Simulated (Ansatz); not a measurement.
## Molecular dynamics of BClH5NO

Input:

```yaml
crystal:
  periodic: [false, false, false]
  atoms:
    - { symbol: B, position_ang: [-0.127723, 0.267355, 0.119743] }
    - { symbol: H, position_ang: [-0.380957, -0.259981, 1.382599] }
    - { symbol: Cl, position_ang: [1.469886, -0.463697, -0.350998] }
    - { symbol: "N", position_ang: [-1.182771, 0.194879, -0.837427] }
    - { symbol: H, position_ang: [-1.284174, -0.651229, -1.377581] }
    - { symbol: H, position_ang: [-2.073448, 0.615083, -0.614625] }
    - { symbol: O, position_ang: [0.022416, 1.696866, 0.746807] }
    - { symbol: H, position_ang: [0.956076, 1.962002, 0.707138] }
    - { symbol: H, position_ang: [-0.140804, 0.769322, 1.522346] }
basis:
  gaussian: { orbitals: "6-31G*" }
hamiltonian:
  xc: pbe0
  dispersion: d4
md:
  timestep: 0.5
  n_steps: 200
  ensemble: nve
  temperature: 100.0
  initial_velocities: maxwell_boltzmann
  seed: 7258
```

Launched with:

```bash
$ ansatz run input.yaml --threads 1 --pin off --max-ram 2048MiB --backend cpu --events-out ev --progress --plain --runs-dir out
```

It starts at the highest image of a converged band. Of that band: Neighbouring images differ by up to 2.1 eV, so the band resolves the path poorly. A vibrational analysis at the climbing image gives one clearly imaginary mode, 1469i cm⁻¹: a first-order saddle point.

Output, in part (step lines, the closing report, with atoms numbered from 0):

```
md step     0: t =     0.00 fs  T =   100.0 K  F+E_penalty+E_count = -16808.56957437 eV  E_kin = 0.090482 eV  conserved = -16808.47909237 eV  (25 SCF iters)
md step     1: t =     0.50 fs  T =    98.0 K  F+E_penalty+E_count = -16808.56776905 eV  E_kin = 0.088691 eV  conserved = -16808.47907813 eV  (23 SCF iters)
md step     2: t =     1.00 fs  T =    92.5 K  F+E_penalty+E_count = -16808.56270278 eV  E_kin = 0.083679 eV  conserved = -16808.47902385 eV  (23 SCF iters)
md step     3: t =     1.50 fs  T =    84.4 K  F+E_penalty+E_count = -16808.55526852 eV  E_kin = 0.076325 eV  conserved = -16808.47894393 eV  (23 SCF iters)
md step     4: t =     2.00 fs  T =    75.0 K  F+E_penalty+E_count = -16808.54673193 eV  E_kin = 0.067868 eV  conserved = -16808.47886357 eV  (23 SCF iters)
md step     5: t =     2.50 fs  T =    65.8 K  F+E_penalty+E_count = -16808.53833347 eV  E_kin = 0.059523 eV  conserved = -16808.47881059 eV  (23 SCF iters)
md step     6: t =     3.00 fs  T =    57.6 K  F+E_penalty+E_count = -16808.53090563 eV  E_kin = 0.052113 eV  conserved = -16808.47879253 eV  (23 SCF iters)
md step     7: t =     3.50 fs  T =    50.8 K  F+E_penalty+E_count = -16808.52474712 eV  E_kin = 0.045946 eV  conserved = -16808.47880117 eV  (23 SCF iters)
[... lines left out ...]
Total energy: -16809.32506321 eV, -617.7313023032 hartree
Atom 0 at    -0.365425    -0.977280    -0.381457 Å, force     2.105735     2.899408    -0.203557 eV/Å
Atom 1 at    -0.526126    -1.989696     0.126915 Å, force    -0.869679    -1.127002     0.366610 eV/Å
Atom 2 at     1.411401    -0.484476    -0.310079 Å, force    -1.101755    -0.322611    -0.225083 eV/Å
Atom 3 at    -1.278076     0.012690    -0.872620 Å, force     0.692173    -2.152614     0.089749 eV/Å
Atom 4 at    -0.950891     0.589066    -1.638368 Å, force     0.002713     0.217495     0.167798 eV/Å
Atom 5 at    -2.101926    -0.513701    -1.120069 Å, force    -0.800111     0.537619    -0.186940 eV/Å
Atom 6 at     0.445514     2.660337     1.164531 Å, force     1.108102    -0.891276     0.086887 eV/Å
Atom 7 at    -0.218347     2.153163     0.700773 Å, force    -0.449317    -0.067812    -0.172858 eV/Å
Atom 8 at     0.088900     3.514304     1.345427 Å, force    -0.687860     0.906794     0.077394 eV/Å
Dipole moment:    -0.887224     0.032684    -0.473207 e Å
```

The steps, from the saved trajectory:

```csv
time (fs),T (K),potential energy less start (eV),conserved less start (meV/atom)
0,100,0.000,0.00
3,58,0.039,0.03
6,32,0.062,0.04
9,49,0.046,0.01
12,53,0.043,0.04
15,103,-0.002,0.04
18,230,-0.118,0.00
21,456,-0.322,0.07
24,797,-0.631,-0.08
27,1026,-0.839,-0.08
30,1103,-0.907,0.02
33,1010,-0.823,-0.02
36,945,-0.765,-0.08
39,807,-0.639,0.11
42,864,-0.692,-0.03
45,913,-0.736,-0.04
48,1008,-0.822,-0.04
51,1004,-0.817,0.04
54,1116,-0.920,-0.13
57,1061,-0.869,0.02
60,1129,-0.932,-0.05
63,1077,-0.884,-0.03
66,1014,-0.828,-0.09
69,817,-0.649,0.04
72,865,-0.693,-0.07
75,920,-0.742,0.01
78,1120,-0.924,-0.09
81,1168,-0.967,-0.02
84,1202,-0.998,-0.08
87,1043,-0.853,0.01
90,1014,-0.827,-0.07
93,927,-0.748,0.01
96,887,-0.712,-0.02
99,919,-0.742,-0.02
```

All steps were run. The conserved energy stayed within 0.18 meV per atom of its start (net change -0.006 meV per atom), so the integration is sound. The kinetic energy rose, since the run started high on the potential surface and went downhill. It ends in pieces (BClH3N + H2O), so much of that is their flight and rotation, not heat. A run of 0.1 ps of so small a system gives no equilibrium averages. The orbitals stay closed-shell, which can raise the energy where a bond breaks towards radicals; this wasn't checked here.

Between its relaxed ends the band would form B1–O7, H2–H9 and break B1–H2, O7–H9. These pairs go: B1–O7 1.57 → 4.03 Å, H2–H9 1.07 → 5.67 Å, B1–H2 1.39 → 1.14 Å, O7–H9 1.22 → 0.94 Å. In the last frame they stand as before the step (other bonds may differ from the relaxed reactants and products). It ends as BClH3N + H2O. Pairs count as bonded within 1.25 times the sum of covalent radii (0.12 Å more for H–H).

Last frame:

```xyz
9
Properties=species:S:1:pos:R:3
B -0.365 -0.977 -0.382
H -0.526 -1.990 0.127
Cl 1.411 -0.484 -0.310
N -1.278 0.013 -0.873
H -0.951 0.589 -1.638
H -2.102 -0.514 -1.120
O 0.446 2.660 1.165
H -0.218 2.153 0.701
H 0.089 3.514 1.345
```

The run took 7.9 min on 1 thread of Arm Neoverse V2, on a shared host, peak memory 0.16 GiB.
